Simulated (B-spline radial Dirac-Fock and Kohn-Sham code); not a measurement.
Magnetic form factor of the 4f shell of Dy³⁺

System: the Dy³⁺ ion, configuration 1s2 2s2 2p6 3s2 3p6 3d10 4s2 4p6 4d10 4f9 5s2 5p6, inside a Watson sphere of charge -3 and radius 2.7 Å (a model of the Madelung potential; inside it an electron's potential energy is raised by 16.0 eV).

Input file task.json (cfg lists n, l and occupation; rrms is the nuclear radius in fm):

```json
{"items": [{
  "Z": 66,
  "q": 3,
  "cfg": [[1, 0, 2], [2, 0, 2], [2, 1, 6], [3, 0, 2], [3, 1, 6], [3, 2, 10], [4, 0, 2], [4, 1, 6], [4, 2, 10], [4, 3, 9], [5, 0, 2], [5, 1, 6]],
  "A": 164,
  "rrms": 5.2218,
  "watson": [-3, 2.7],
  "do": ["scatter"],
  "s": [0.0, 0.04, 0.05, 0.06, 0.08, 0.09, 0.11, 0.14, 0.17, 0.21, 0.26, 0.32, 0.39, 0.48, 0.59, 0.72, 0.88, 1.08, 1.32, 1.62, 1.99, 2.44, 2.99],
  "pz": [0, 0.1, 0.15, 0.21, 0.31, 0.45, 0.66, 0.96, 1.4, 2.0, 3.0, 4.3, 6.3, 9.2, 13.0, 20.0, 29.0, 42.0, 61.0, 88.0, 130.0],
  "hv_scatter": [2000, 8047.8, 10000, 17479.3, 50000, 100000, 500000, 1000000]
}]}
```

Command: `python xray_run.py task.json out`

Level of theory: Dirac-Fock orbitals of the configuration average with a finite nucleus; a radial B-spline solver. ⟨j_K⟩ is the integral of the 4f radial density with the spherical Bessel function j_K(4πsr), s = sin θ/λ.

Hund's rules give S = 5/2, L = 5, J = 15/2 for 4f9, so g = 1.333, and the dipole approximation is F = ⟨j0⟩ + C₂⟨j2⟩ with C₂ = (2 − g)/g = 0.500.

| s (Å⁻¹) | ⟨j0⟩ | ⟨j2⟩ | ⟨j4⟩ | ⟨j6⟩ | F (dipole) |
| --- | --- | --- | --- | --- | --- |
| 0 | 1.0000 | 0.0000 | 0.0000 | 0.0000 | 1.0000 |
| 0.04 | 0.9908 | 0.0037 | 0.0000 | 0.0000 | 0.9927 |
| 0.05 | 0.9858 | 0.0057 | 0.0000 | 0.0000 | 0.9886 |
| 0.06 | 0.9796 | 0.0081 | 0.0000 | 0.0000 | 0.9836 |
| 0.08 | 0.9641 | 0.0142 | 0.0001 | 0.0000 | 0.9712 |
| 0.09 | 0.9549 | 0.0178 | 0.0002 | 0.0000 | 0.9638 |
| 0.11 | 0.9337 | 0.0259 | 0.0004 | 0.0000 | 0.9467 |
| 0.14 | 0.8958 | 0.0402 | 0.0010 | 0.0000 | 0.9159 |
| 0.17 | 0.8518 | 0.0563 | 0.0021 | 0.0001 | 0.8800 |
| 0.21 | 0.7862 | 0.0792 | 0.0044 | 0.0002 | 0.8259 |
| 0.26 | 0.6979 | 0.1079 | 0.0088 | 0.0006 | 0.7519 |
| 0.32 | 0.5901 | 0.1389 | 0.0163 | 0.0017 | 0.6596 |
| 0.39 | 0.4707 | 0.1673 | 0.0274 | 0.0039 | 0.5543 |
| 0.48 | 0.3370 | 0.1893 | 0.0434 | 0.0084 | 0.4317 |
| 0.59 | 0.2097 | 0.1964 | 0.0622 | 0.0159 | 0.3078 |
| 0.72 | 0.1065 | 0.1848 | 0.0795 | 0.0262 | 0.1989 |
| 0.88 | 0.0328 | 0.1553 | 0.0914 | 0.0383 | 0.1105 |
| 1.08 | -0.0080 | 0.1133 | 0.0931 | 0.0496 | 0.0486 |
| 1.32 | -0.0205 | 0.0706 | 0.0832 | 0.0561 | 0.0148 |

Radial moments of the shell: ⟨r²⟩ = 0.7814, ⟨r⁴⟩ = 1.505, ⟨r⁶⟩ = 6.052 in powers of bohr.

Values without a named source are computed, but for edge energies of neutral atoms, which are taken from tables.
